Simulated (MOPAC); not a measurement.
MOPAC input (PM3):

```
PM3 FORCE THERMO(298,298) PRECISE LET CHARGE=-1 GEO-OK AUX(PRECISION=9) THREADS=1
CBrClF

F    -0.70610845 1    1.69134678 1   -0.47277625 1
C    -0.63911794 1    0.76844756 1    0.47373250 1
Cl   -1.78443523 1   -0.59579988 1    0.02310921 1
Br    1.09485349 1   -0.28230640 1    0.03383768 1
```

From the output:

```
    Br    4   1.414493   0.989691   0.354619   2.097231

          HEAT OF FORMATION =     -75.643405 KCALS/MOLE

          ZERO POINT ENERGY       4.874 KCAL/MOL

           NORMAL COORDINATE ANALYSIS (Total motion = 1 Angstrom)

   Root No.       1         2         3         4         5         6

                 1 A       2 A       3 A       4 A       5 A       6 A

                 154.1     338.1     428.9     489.5     556.7    1441.7

           1   -0.1308    0.0431    0.2801   -0.0221   -0.0310   -0.3879
           2   -0.0907   -0.3443    0.2052    0.0597   -0.1373    0.0033
           3   -0.0604    0.3866    0.2114   -0.1576   -0.0495   -0.0035
           4   -0.1255    0.0513    0.3034   -0.0085    0.0176    0.5959
           5   -0.1495   -0.0328   -0.0056   -0.2453    0.6513   -0.0288
           6   -0.0643    0.1013    0.0610    0.6804    0.2505   -0.0242
           7    0.0661    0.1601   -0.1431   -0.0038    0.0086    0.0021
           8   -0.2500    0.1559   -0.1429    0.0459   -0.1337    0.0098
           9    0.3361   -0.0049    0.0092   -0.0205   -0.0227    0.0000
          10    0.0207   -0.0890   -0.0487    0.0082    0.0009    0.0017
          11    0.1549    0.0176    0.0154    0.0023   -0.0060   -0.0008
          12   -0.1251   -0.1050   -0.0635   -0.0557   -0.0158    0.0045

           MASS-WEIGHTED COORDINATE ANALYSIS (NORMAL COORDINATES)

   Root No.       1         2         3         4         5         6

                 1 A       2 A       3 A       4 A       5 A       6 A

                 154.1     338.1     428.9     489.5     556.7    1441.7

           1   -0.1748    0.0641    0.4873   -0.0359   -0.0512   -0.6324
           2   -0.1212   -0.5117    0.3571    0.0971   -0.2269    0.0054
           3   -0.0807    0.5745    0.3678   -0.2565   -0.0818   -0.0057
           4   -0.1334    0.0606    0.4198   -0.0109    0.0231    0.7725
           5   -0.1589   -0.0387   -0.0078   -0.3173    0.8561   -0.0373
           6   -0.0683    0.1197    0.0843    0.8802    0.3293   -0.0314
           7    0.1206    0.3249   -0.3402   -0.0085    0.0194    0.0048
           8   -0.4564    0.3165   -0.3396    0.1019   -0.3018    0.0219
           9    0.6136   -0.0100    0.0219   -0.0456   -0.0513    0.0000
          10    0.0566   -0.2712   -0.1738    0.0274    0.0031    0.0057
          11    0.4247    0.0537    0.0551    0.0078   -0.0202   -0.0028
          12   -0.3429   -0.3199   -0.2267   -0.1858   -0.0536    0.0149

          DESCRIPTION OF VIBRATIONS

 VIBRATION          1    1A          ATOM PAIR     ENERGY CONTRIBUTION    RADIAL
 FREQUENCY           154.14         C 2 -- Cl3         +25.3% (125.9%)      6.7%
 TRANSITION DIPOLE   0.4178         C 2 -- Br4         +22.6% (118.8%)     22.5%
 TRAVEL (Ang.)       0.1477         Cl3 -- Br4         +22.1% (117.7%)     98.9%
 REDUCED MASS       20.0621         F 1 -- Br4         +20.6% (113.6%)      2.8%
 EFFECTIVE MASS     50.7139
 FORCE CONSTANT      0.2808

 VIBRATION          2    2A          ATOM PAIR     ENERGY CONTRIBUTION    RADIAL
 FREQUENCY           338.14         F 1 -- Br4         +43.4% ( 87.8%)     73.7%
 TRANSITION DIPOLE   1.8912         F 1 -- C 2         +23.8% ( 65.0%)      0.0%
 TRAVEL (Ang.)       0.1358         C 2 -- Cl3         +12.5% ( 47.1%)     82.8%
 REDUCED MASS       10.8060         Cl3 -- Br4         +10.8% ( 43.8%)      0.0%
 EFFECTIVE MASS     30.3497
 FORCE CONSTANT      0.7279

 VIBRATION          3    3A          ATOM PAIR     ENERGY CONTRIBUTION    RADIAL
 FREQUENCY           428.91         F 1 -- Br4         +31.8% (122.4%)     79.3%
 TRANSITION DIPOLE   1.6907         C 2 -- Cl3         +28.2% (115.3%)     44.0%
 TRAVEL (Ang.)       0.1435         C 2 -- Br4         +26.5% (111.6%)     45.2%
 REDUCED MASS        7.6341         F 1 -- C 2         +10.6% ( 70.7%)      2.1%
 EFFECTIVE MASS     25.8309
 FORCE CONSTANT      0.8275

 VIBRATION          4    4A          ATOM PAIR     ENERGY CONTRIBUTION    RADIAL
 FREQUENCY           489.54         F 1 -- C 2         +34.9% ( 95.4%)      0.0%
 TRANSITION DIPOLE   3.8824         C 2 -- Br4         +33.0% ( 92.8%)     91.2%
 TRAVEL (Ang.)       0.1209         C 2 -- Cl3         +30.8% ( 89.7%)     15.4%
 REDUCED MASS        9.4251         F 1 -- Br4          +1.1% ( 17.0%)     66.3%
 EFFECTIVE MASS     14.1509
 FORCE CONSTANT      1.3308

 VIBRATION          5    5A          ATOM PAIR     ENERGY CONTRIBUTION    RADIAL
 FREQUENCY           556.71         C 2 -- Cl3         +36.0% ( 94.6%)     81.7%
 TRANSITION DIPOLE   3.8143         F 1 -- C 2         +33.2% ( 90.8%)      0.4%
 TRAVEL (Ang.)       0.1167         C 2 -- Br4         +29.1% ( 85.0%)      5.0%
 REDUCED MASS        8.8966         F 1 -- Br4          +0.9% ( 15.0%)      1.8%
 EFFECTIVE MASS     14.2599
 FORCE CONSTANT      1.6245

 VIBRATION          6    6A          ATOM PAIR     ENERGY CONTRIBUTION    RADIAL
 FREQUENCY          1441.70         F 1 -- C 2         +52.4% ( 99.9%)     99.9%
 TRANSITION DIPOLE   5.1721         C 2 -- Cl3         +19.4% ( 60.7%)      5.6%
 TRAVEL (Ang.)       0.0798         C 2 -- Br4         +19.3% ( 60.7%)      3.8%
 REDUCED MASS        7.3527         F 1 -- Br4          +8.9% ( 41.2%)     48.7%
 EFFECTIVE MASS     14.6449
 FORCE CONSTANT      9.0043

      SYMMETRY NUMBER FOR POINT-GROUP C1  =  1

          SYSTEM IS A GROUND STATE

 CBrClF

          MOLECULE IS NOT LINEAR

          THERE ARE  6 GENUINE VIBRATIONS IN THIS SYSTEM
          THIS THERMODYNAMICS CALCULATION IS LIMITED TO
          MOLECULES WHICH HAVE NO INTERNAL ROTATIONS

                    CALCULATED THERMODYNAMIC PROPERTIES
                                          *
   TEMP. (K)   PARTITION FUNCTION   H.O.F.    ENTHALPY  HEAT CAPACITY ENTROPY
                                   KCAL/MOL   CAL/MOLE    CAL/K/MOL  CAL/K/MOL

 298.00  VIB.     0.3212D+01                  1076.1287     7.3924     5.9302
         ROT.     0.1871D+06                   888.2803     2.9808    27.1042
         INT.     0.6010D+06                  1964.4090    10.3732    33.0345
         TRA.     0.1712D+28                  1480.4672     4.9680    40.8513
         TOT.                      -75.643    3444.8761    15.3412    73.8858

   *: NOTE: HEATS OF FORMATION ARE RELATIVE TO THE
            ELEMENTS IN THEIR STANDARD STATE AT 298K
              (=  Standard Enthalpy of Formation).

            Hvib:  Zero-point energy is not included.
                   frequencies of less than zero cm-1 are not included.
            Hrot = (3/2)RT
            Htra = (3/2)RT + pV = (5/2)RT

            Heat capacity is Cp, not Cv

          For more information, see: HTTP://OpenMOPAC.net/Manual/thermochemistry.html

           FORCE CONSTANT IN CARTESIAN COORDINATES (Millidynes/A)

    ATOM   CHEMICAL       X               Y               Z
   NUMBER   SYMBOL  FORCE CONSTANT  FORCE CONSTANT  FORCE CONSTANT

      1       F        9.821599        0.805832        0.902562
      2       C        9.015532        1.804051        1.588012
      3      Cl        0.709003        1.448396        0.216222
      4      Br        0.673818        0.250954        1.580005

 **********************
 *                    *
 * JOB ENDED NORMALLY *
 *                    *
 **********************
```

The dipole moment of an ion depends on the origin.
